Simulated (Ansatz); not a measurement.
Reaction (hydrogenolysis of a Zn–C bond): `[CH3][Zn][CH2]Cl` + H₂ → `Cl[CH2][ZnH]` + CH₄

Computed with Ansatz on PBE0-D4/def2-TZVP structures; ΔE is electronic, products minus reactants. CBS: MP2 limit from def2 TZ/QZ plus the TZ coupled-cluster correction, frozen cores. This one scheme is used for every species. DFT in def2-TZVPP. B3LYP here is the variant with VWN-RPA as its local correlation; programs differ in this. For Zn outer-core shells are correlated without core-valence functions, which leaves a few kJ/mol of doubt a bond. Scalar relativity is left out up to krypton. Each species was taken in one conformer, which may not be the lowest.

Is it downhill or uphill in electronic energy at CCSD(T)/CBS, and by how much? (An estimate is asked.)

Ansatz gave: Downhill: ΔE = -34.5 kJ/mol.

What do these levels give: B2PLYP, PBE, PBE0, B3LYP, HF/def2-TZVPP, SCS-MP2/def2-TZVPP, CCSD/def2-TZVPP, CCSD(T)/def2-TZVPP, SCS-MP2/def2-QZVPP, HF/CBS(def2), MP2/CBS(def2), CCSD/CBS(def2)? (Best estimate.)

Ansatz gave: B2PLYP -41.4, PBE -38.0, PBE0 -42.9, B3LYP -46.4, HF/def2-TZVPP -66.8, SCS-MP2/def2-TZVPP -37.4, CCSD/def2-TZVPP -43.4, CCSD(T)/def2-TZVPP -38.4, SCS-MP2/def2-QZVPP -35.2, HF/CBS(def2) -66.1, MP2/CBS(def2) -26.1, CCSD/CBS(def2) -39.4 kJ/mol.

Largest T1 diagnostic among the species: 0.014.

The D4 term adds +4.0 kJ/mol with B3LYP and +2.3 kJ/mol with PBE0; it sums over pairs of atoms, weighted by their polarisabilities, and B3LYP, whose exchange is more repulsive, gets the larger term. From PBE to PBE0 (25 % exact exchange), in def2-TZVPP and without D4, ΔE moves by −4.9 kJ/mol. In def2-TZVPP, CCSD(T) changes the Hartree–Fock value by +28.3 kJ/mol (the triples alone add +4.9 kJ/mol) and MP2 by +36.8 kJ/mol.
